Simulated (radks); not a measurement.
Results of a calculation; reference values are marked as such.
Question: Excited configurations of the tin ion Sn+: one electron is placed in a higher orbital outside [Kr] 4d10 5s2. The ground configuration is [Kr] 4d10 5s2 5p1. Code: a radial shooting solver on a logarithmic mesh with Libxc functionals. Model: Dirac Kohn-Sham, PBE, spin-unpolarised, spherical densities, point nucleus; open shells are shared between the two j in proportion to 2j + 1. Excitation = E - E(ground); binding = E(ion) - E, where the ion is the core of charge +2; n* = 2/sqrt(2 binding) in atomic units, and the quantum defect is n - n*. Eigenvalue and <r> are those of j = l + 1/2.

| outer orbital | excitation (eV) | binding (eV) | n* | quantum defect | eigenvalue (eV) | <r> (bohr) |
|---|---|---|---|---|---|---|
| 4f | 10.398 | 3.572 | 3.903 | 0.097 | -2.494 | 8.399 |
| 5d | 7.516 | 6.455 | 2.904 | 2.096 | -4.404 | 5.012 |
| 5f | 11.523 | 2.448 | 4.715 | 0.285 | -1.823 | 14.18 |
| 6s | 6.379 | 7.592 | 2.677 | 3.323 | -5.929 | 5.610 |
| 6p | 8.086 | 5.885 | 3.041 | 2.959 | -4.515 | 6.832 |
| 6d | 10.214 | 3.757 | 3.806 | 2.194 | -2.859 | 9.925 |
| 7p | 10.541 | 3.430 | 3.983 | 3.017 | -2.686 | 12.00 |
| 7f | 12.669 | 1.302 | 6.465 | 0.535 | -1.040 | 30.03 |

Estimate the row for 7d.

Answer: excitation (eV) 11.545; binding (eV) 2.426; n* 4.737; quantum defect 2.263; eigenvalue (eV) -1.916; <r> (bohr) 16.18. The Delta-SCF ionisation energy is 13.971 eV (NIST Atomic Spectra Database: 14.633 eV, measured). Self-interaction in the functional shifts the binding energies and quantum defects, so they are the method's values and not measured ones. Spin polarisation and multiplet splitting are left out, so open shells lie too high by an amount that depends on their filling. Sharing an open shell by 2j + 1 raises it above the true ground level by a part of the spin-orbit splitting, which enters the differences from NIST.

Beside tabulated values, note that spin-unpolarised runs miss the spin-polarisation part of the exchange energy of open shells.
